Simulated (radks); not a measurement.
Results of a calculation; reference values are marked as such.
W15+, 59 electrons, occupied as [Kr] 4d10 4f11 5s2. Code: a radial shooting solver on a logarithmic mesh with Libxc functionals. Model: scalar-relativistic Kohn-Sham, SCAN, spin-polarised, spherical densities, finite nucleus; open shells are filled with parallel spins first (spin-orbit coupling, left out, can overturn this in heavy ions); meta-GGA in the generalised Kohn-Sham scheme; Fermi nuclear charge, rms radius 5.3658 fm.

Radial electron density D(r) = 4 pi r^2 rho(r):

```
   r/bohr * D(r) (the largest magnitude, 136, reaches the edge; | marks zero)
 0.002272 |         *
 0.002958 |             *
 0.003883 |                   *
 0.005056 |                         *
 0.006637 |                               *
 0.008642 |                                     *
  0.01134 |                                        *
  0.01477 |                                       *
  0.01939 |                                    *
  0.02525 |                                   *
  0.03314 |                                        *
  0.04315 |                                                 *
  0.05664 |                                                      *
  0.07375 |                                                 *
   0.0968 |                                         *
    0.126 |                                             *
   0.1654 |                                                 *
   0.2154 |                                     *
   0.2828 |                        *
   0.3682 |                           *
   0.4833 |                          *
   0.6293 |               *
    0.826 |     *
    1.076 | *
    1.412 *
    1.838 *
    2.413 *
```

D(r) has 4 maxima, at r = 0.0124, 0.0566, 0.158, 0.415 bohr, and minima at 0.0239, 0.102, 0.297 bohr, inside which lie 1.90, 11.11, 29.88 electrons.
